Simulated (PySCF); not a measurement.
C4H10Si. Atoms are numbered in the order given.

```xyz
15

C     -0.2701    -0.7207     1.3166
C      0.2701     0.7207     1.3166
C     -0.1363     1.4039    -0.0098
Si     0.0000     0.0000    -1.2945
C      0.1363    -1.4039    -0.0098
H      0.0862    -1.2832     2.1958
H     -1.3723    -0.6888     1.3906
H     -0.0862     1.2832     2.1958
H      1.3723     0.6888     1.3906
H     -1.1862     1.7403     0.0416
H      0.4739     2.2917    -0.2346
H     -1.2040    -0.1029    -2.1730
H      1.2040     0.1029    -2.1730
H      1.1862    -1.7403     0.0416
H     -0.4739    -2.2917    -0.2346
```
Charge 0, spin multiplicity 1.

Geometry: B3LYP-D3(BJ)/def2-SVP. One conformer was computed; it need not be the lowest.

Level of theory: ωB97X/def2-TZVP (PySCF).

Symmetry labels are those of the subgroup C2 that the program uses (full group C2).

Task: List the valence orbital energies around the gap with their symmetry. (Estimate from the structure and the level; the computed values follow.)

Result: 
```tsv
orbital	symmetry	energy (eV)
HOMO−7	A	-14.31
HOMO−6	B	-13.18
HOMO−5	B	-12.30
HOMO−4	A	-12.03
HOMO−3	A	-11.59
HOMO−2	B	-11.42
HOMO−1	A	-10.90
HOMO	B	-10.40
LUMO	A	2.78
LUMO+1	B	2.79
LUMO+2	B	3.69
LUMO+3	A	3.96
```
